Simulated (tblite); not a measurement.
C₂H₆SZn, triplet, at the geometry of the source list (GFN-xTB shapes and energies of metal compounds can be far from the true ones) (a higher spin typed on purpose: for a closed-shell molecule this is an excited state); GFN1-xTB (tblite 0.6.0).

tblite was given this input:
```
$ tblite run mol.xyz --method gfn1 --charge 0 --spin 2 --guess eeq --json tblite.json --no-restart

# file mol.xyz
10

Zn    -0.28680000     1.06210000     0.88790000
C      0.39060000    -0.73740000     0.17010000
C      0.37770000    -0.84950000    -1.35070000
H     -0.22960000    -1.52400000     0.59530000
H      1.40380000    -0.89250000     0.53560000
H      1.02120000    -0.10320000    -1.81150000
H     -0.62700000    -0.73380000    -1.75110000
H      0.74350000    -1.83450000    -1.64610000
S     -1.03710000     3.09090000     1.70860000
H     -1.75620000     2.52190000     2.66190000
```

**Question.** What does tblite print? Leave out banner, timings and long lists.

**Answer.** 
```
xTB calculator
 | screened Coulomb repulsion
 | Coulomb electrostatics
 |  * isotropic Klopman-Ohno-Mataga-Nishimoto electrostatics
 |  * onsite third-order electrostatics
 | DFT-D3(BJ) dispersion correction

halogen bonding energy    0.0000000000000E+00 Eh
repulsion energy          1.1316381020159E-01 Eh
dispersion energy        -2.8923302251748E-03 Eh
number of electrons       2.2000000000000E+01 e
integral cutoff           3.9672993110968E+01 bohr

------------------------------------------------------------
  cycle        total energy    energy error   density error
------------------------------------------------------------
      1     -11.74913837329  -1.1859410E+01   4.6260295E-01
      2     -11.78944448697  -4.0306114E-02   2.6924467E-01
      3     -11.67061141522   1.1883307E-01   2.1843076E-01
      4     -11.77213242676  -1.0152101E-01   9.3246141E-02
      5     -11.79245064200  -2.0318215E-02   3.6728333E-02
      6     -11.79505806302  -2.6074210E-03   2.1327497E-02
      7     -11.79589249649  -8.3443347E-04   1.1203945E-02
      8     -11.79631149859  -4.1900210E-04   2.9819859E-03
      9     -11.79633052938  -1.9030784E-05   9.9950710E-04
     10     -11.79633285029  -2.3209144E-06   6.9993661E-05
     11     -11.79633284316   7.1311703E-09   6.4710773E-05
     12     -11.79633285261  -9.4531742E-09   1.0463290E-05
------------------------------------------------------------

electronic energy        -1.1906604332590E+01 Eh
total energy             -1.1796332852614E+01 Eh

Post processing:
 | Mayer-Wiberg bond orders

[Info] JSON dump of results written to 'tblite.json'
```
